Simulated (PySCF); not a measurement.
Computed structure and properties of YOF

System: YOF (singlet); start: template (Cs). Method: PySCF 2.14.0, RKS PBE0, Y def2-SVP with ECP28, O def2-SVP, F def2-SVP; non-relativistic Hamiltonian with scalar-relativistic core potentials where named; density fitting; no spin-orbit coupling.

Input of the relaxation:

```python
mol = gto.M(atom='''
Y      0.07719     0.00000    -0.22186
O      1.69829     0.00000     0.50364
F     -1.79101     0.00000     0.61424''',
    basis={'Y': 'def2-SVP', 'O': 'def2-SVP', 'F': 'def2-SVP'},
    ecp={'Y': 'def2-SVP'},
    charge=0, spin=0)
mf = dft.RKS(mol, xc='PBE0')
mf.grids.atom_grid = (50, 194)
mf = mf.density_fit()  # fitting sets: Y def2-universal-JKFIT, O def2-universal-JKFIT, F def2-universal-JKFIT
mf.conv_tol = 1e-08; mf.max_cycle = 55
mf.kernel(dm0)  # dm0: converged density of the start geometry
# quasi-Newton relaxation in Cartesian coordinates to a largest gradient under 0.00045 Eh/bohr, steps kept in the point group
```

Run from Python with OMP_NUM_THREADS=2; the lines above give its settings. Where DIIS fails, smearing, a level shift and second-order steps follow.
It took 5.9 s on 2 threads of Arm Neoverse V1, on a shared host, from the converged density of the start.

Course of the relaxation:

| step | energy above end (eV) | largest force component within the symmetry (eV/Å) |
| --- | --- | --- |
| 0 | 0.1533 | 1.712 |
| 1 | 0.0522 | 0.403 |
| 2 | 0.0235 | 0.596 |
| 3 | 0.0046 | 0.423 |
| 4 | 0.0002 | 0.101 |
| 5 | 0.0000 | 0.021 |
| 6 | 0.0000 | 0.002 |

Relaxed geometry (Cs):

```xyz
3

Y     0.0570    0.0000   -0.3832
O     1.5851    0.0000    0.5974
F    -1.6577    0.0000    0.6818
```

```json
{"contact": "Y1–O2 (O)", "Å": "1.816"}
{"contact": "Y1–F3 (F)", "Å": "2.019"}
```

On the finer grid (75, 302):

The HOMO is -6.60 eV. The LUMO is -2.34 eV, the dipole about the centre of mass is 7.48 D and the set of Mulliken populations of Y1 outside the core potential is s 2.12, p 6.24, d 1.66, f 0.14. The D3(BJ) dispersion energy (not in the energies) is -0.036 eV.

| atom | Mulliken (e) | Löwdin (e) | spin (e) |
| --- | --- | --- | --- |
| Y1 | 0.84 | 0.48 | 0.00 |
| O2 | -0.41 | -0.25 | 0.00 |
| F3 | -0.43 | -0.23 | 0.00 |

On the grid (50, 194), as all that follows. Harmonic modes: a minimum; lowest 175 cm⁻¹ (negative: unstable), highest 873 cm⁻¹, zero-point energy 0.101 eV.

Rigid scan of O along the line from its metal:

| distance to O2 (Å) | energy (eV) |
| --- | --- |
| 1.52 | 2.647 |
| 1.62 | 1.015 |
| 1.72 | 0.220 |
| 1.82 | 0.000 |
| 1.92 | 0.164 |
| 2.02 | 0.572 |
| 2.12 | 1.124 |
| 2.27 | 2.080 |

Taking off one F (charge -1, singlet; the rest: singlet) in vacuum, both parts rigid, costs 10.88 eV; the small basis without counterpoise inflates it. Most of it is the attraction of opposite charges; other ways to part are cheaper, and one spin state was tried for the rest.

Rigid scan of F along the line from its metal:

distance to F3 (Å), energy (eV) and a bar:
```
     1.72      1.430 ##########
     1.82      0.537 ####
     1.92      0.114 #
     2.02      0.000 
     2.12      0.084 #
     2.22      0.292 ##
     2.42      0.897 ######
     2.72      1.937 #############
     3.12      3.209 ######################
     3.62      4.400 ##############################
```

One start shape was tried, so this needn't be the lowest isomer.
